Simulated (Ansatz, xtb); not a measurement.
**Relative energy of two isomers of BrH7OSi3**

We compare I, `O[Si@@H]([SiH3])[SiH2]Br`, a singlet, with II, `O[Si@@H](Br)[SiH2][SiH3]`, a singlet. Both are isolated molecules in the gas phase, relaxed with B3LYP-D3(BJ)/def2-SVP, each in the lowest conformer that the search found.

Problem. Which of the two would you expect CCSD(T)/def2-SVP + ΔMP2/def2-TZVPP electronic energies to favour?

Solution. Structure II; the calculation gives E(II) − E(I) = −6.2 kcal/mol.

How the difference moves with the method:

| level | geometry | E(II) − E(I) (kcal/mol) | departure from the last row (kcal/mol) | job, with rough time for the two |
| --- | --- | --- | --- | --- |
| B3LYP-D3(BJ)/def2-SVP | B3LYP-D3(BJ)/def2-SVP | −6.6 | −0.4 | optimisation, 8.9 min |
| HF/def2-SVP | B3LYP-D3(BJ)/def2-SVP | −6.4 | −0.1 | part of the CCSD(T) run |
| MP2/def2-SVP | B3LYP-D3(BJ)/def2-SVP | −7.7 | −1.5 | part of the CCSD(T) run |
| CCSD(T)/def2-SVP | B3LYP-D3(BJ)/def2-SVP | −7.3 | −1.1 | single point |
| CCSD(T)/def2-SVP + ΔMP2/def2-TZVPP | B3LYP-D3(BJ)/def2-SVP | −6.2 |  | single point, 3.4 min |

As drawn, both hold the same kinds of bond in the same numbers.

None of the levels shown reverses the order. The largest departure from CCSD(T)/def2-SVP + ΔMP2/def2-TZVPP is that of MP2/def2-SVP, 1.5 kcal/mol. Levels run at GFN2-xTB geometries aren't shown. The last row adds to CCSD(T) the change of the MP2 difference between the two basis sets, here +1.1 kcal/mol.

With thermal terms from frequencies at re-optimised GFN2-xTB minima (ideal gas, soft modes damped towards free rotors, one conformer each, 298.15 K, 1 atm): on the last row, ΔE + ΔZPE = −6.3, ΔH = −6.3, ΔG = −6.4 kcal/mol.

The correlated steps freeze 25 core orbitals; the filled d shell of Br is correlated, in a basis made for valence electrons. Run with Ansatz 0.2.0, xtb 6.7.1; the last row on 2 threads of AMD EPYC (Zen 3) on a shared host.
